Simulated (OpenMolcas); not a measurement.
Ti2+, Zr2+, Hf2+: d² down the group

```json
{
 "Program": "OpenMolcas",
 "Method": "CASSCF",
 "Basis": "ANO-R2",
 "Scalar Hamiltonian": "X2C, finite nucleus",
 "Spin-orbit coupling": "state interaction with AMFI integrals over the reference wave functions, term energies averaged over their components"
}
```

Active space for each ion: 2 electrons in 5 orbitals (d).

Computed levels in cm-1 above ³F₂:

```csv
Level,Ti2+,Zr2+,Hf2+
³F₃,187,684,3398
³F₄,431,1519,6724
¹D₂,11289,8933,11033
³P₀,13502,10009,10917
³P₁,13566,10269,12650
³P₂,13702,10902,16354
¹G₄,17390,13517,16830
¹S₀,42169,32179,35339
weight of ³F in the lowest level (%),100,99,95
```

Mixed levels, with the weight of the term that names them: Hf2+ ¹D₂ (61 %), Hf2+ ³P₂ (65 %).

Measured, with the error of the calculation in %. Measured levels: Ti2+ from Corliss and Sugar, J. Phys. Chem. Ref. Data 8, 1 (1979); Zr2+ from Moore, Atomic Energy Levels, vol. II, NSRDS-NBS 35 (1971 reprint of NBS Circular 467, 1952); NIST levels as listed in Rynkun, Gaigalas and Jonsson, Astron. Astrophys. 637, A10 (2020).

```json
{"Level": "³F₃", "Ti2+": "185 (+1.2)", "Zr2+": "681 (+0.4)"}
{"Level": "³F₄", "Ti2+": "420 (+2.6)", "Zr2+": "1486 (+2.2)"}
{"Level": "¹D₂", "Ti2+": "8474 (+33.2)", "Zr2+": "5742 (+55.6)"}
{"Level": "³P₀", "Ti2+": "10538 (+28.1)", "Zr2+": "8062 (+24.2)"}
{"Level": "³P₁", "Ti2+": "10604 (+27.9)", "Zr2+": "8326 (+23.3)"}
{"Level": "³P₂", "Ti2+": "10721 (+27.8)", "Zr2+": "8838 (+23.4)"}
{"Level": "¹G₄", "Ti2+": "14398 (+20.8)", "Zr2+": "11049 (+22.3)"}
{"Level": "¹S₀", "Ti2+": "32476 (+29.9)", "Zr2+": "23979 (+34.2)"}
```

The fine-structure level ³F₄ changes by a factor of 15.6 from Ti2+ to Hf2+.

Without spin-orbit coupling ¹D lies 11050, 8198, 7939 cm-1 above ³F in that order; the difference to the level ¹D₂, of either sign, comes from spin-orbit coupling, which also lowers the zero.

Without dynamic correlation excited terms often stand tens of per cent too high (terms of higher spin than the ground term too low), and those without a measured partner can miss by more than the paired ones. Levels of configurations with an s electron are missing; early in the row they begin among the upper levels of the d shell and mix with terms of their name (holds for Zr2+). Some levels mix across a computed gap that differs much from the measured one, so their mixing is not that of the real levels (holds for Zr2+). Configurations with an s electron lie low in 5d ions of this charge, fall among these levels and mix in, so low-spin terms can stand far too high, up to twice their true height, and weights are not those of the real levels (holds for Hf2+). Computed and measured levels are paired by configuration, term and J; levels that our copy of the source lacks, or whose pairing is in doubt (as where it misses far off the trend of its configuration), stay unpaired and out of the deviations. Only configurations of the active space appear.
